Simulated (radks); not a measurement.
Species: Eu+. Configuration: [Xe] 4f7 6s1 (the NIST ground configuration).

Method: Dirac Kohn-Sham, PBE, spin-unpolarised, spherical densities, point nucleus; open shells are shared between the two j in proportion to 2j + 1; speed of light set to 274.072 atomic units (2 times the physical value, a model run); computed with a radial shooting solver on a logarithmic mesh with Libxc functionals.

Energy parts (hartree):
| part | energy |
|---|---|
| total | -10523.9986 |
| kinetic | 10722.0069 |
| electron-nucleus | -25144.3120 |
| Hartree | 4133.3815 |
| exchange-correlation | -235.0750 |

Orbitals (lengths in bohr, moments of r in powers of bohr; <r^-3> diverges for s and p1/2):
[
 {"orbital": "1s1/2", "occ.": "2", "eigenvalue (hartree)": "-1697.379", "<r^-3>": "-"},
 {"orbital": "2s1/2", "occ.": "2", "eigenvalue (hartree)": "-271.5207", "<r^-3>": "-"},
 {"orbital": "2p1/2", "occ.": "2", "eigenvalue (hartree)": "-257.9823", "<r^-3>": "-"},
 {"orbital": "2p3/2", "occ.": "4", "eigenvalue (hartree)": "-252.6181", "<r^-3>": "8717"},
 {"orbital": "3s1/2", "occ.": "2", "eigenvalue (hartree)": "-59.70734", "<r^-3>": "-"},
 {"orbital": "3p1/2", "occ.": "2", "eigenvalue (hartree)": "-53.74525", "<r^-3>": "-"},
 {"orbital": "3p3/2", "occ.": "4", "eigenvalue (hartree)": "-52.66004", "<r^-3>": "1781"},
 {"orbital": "3d3/2", "occ.": "4", "eigenvalue (hartree)": "-41.74124", "<r^-3>": "302.3"},
 {"orbital": "3d5/2", "occ.": "6", "eigenvalue (hartree)": "-41.47820", "<r^-3>": "294.0"},
 {"orbital": "4s1/2", "occ.": "2", "eigenvalue (hartree)": "-11.84555", "<r^-3>": "-"},
 {"orbital": "4p1/2", "occ.": "2", "eigenvalue (hartree)": "-9.53503", "<r^-3>": "-"},
 {"orbital": "4p3/2", "occ.": "4", "eigenvalue (hartree)": "-9.29767", "<r^-3>": "390.3"},
 {"orbital": "4d3/2", "occ.": "4", "eigenvalue (hartree)": "-5.26467", "<r^-3>": "55.56"},
 {"orbital": "4d5/2", "occ.": "6", "eigenvalue (hartree)": "-5.21699", "<r^-3>": "53.85"},
 {"orbital": "5s1/2", "occ.": "2", "eigenvalue (hartree)": "-1.70620", "<r^-3>": "-"},
 {"orbital": "5p1/2", "occ.": "2", "eigenvalue (hartree)": "-1.09753", "<r^-3>": "-"},
 {"orbital": "5p3/2", "occ.": "4", "eigenvalue (hartree)": "-1.06698", "<r^-3>": "50.14"},
 {"orbital": "4f5/2", "occ.": "3", "eigenvalue (hartree)": "-0.41750", "<r^-3>": "7.292"},
 {"orbital": "4f7/2", "occ.": "4", "eigenvalue (hartree)": "-0.41137", "<r^-3>": "7.222"},
 {"orbital": "6s1/2", "occ.": "1", "eigenvalue (hartree)": "-0.29875", "<r^-3>": "-"}
]

The highest occupied level is 6s1/2 at -8.129 eV. The density falls to 0.001 e/bohr^3 at r = 4.56 bohr.
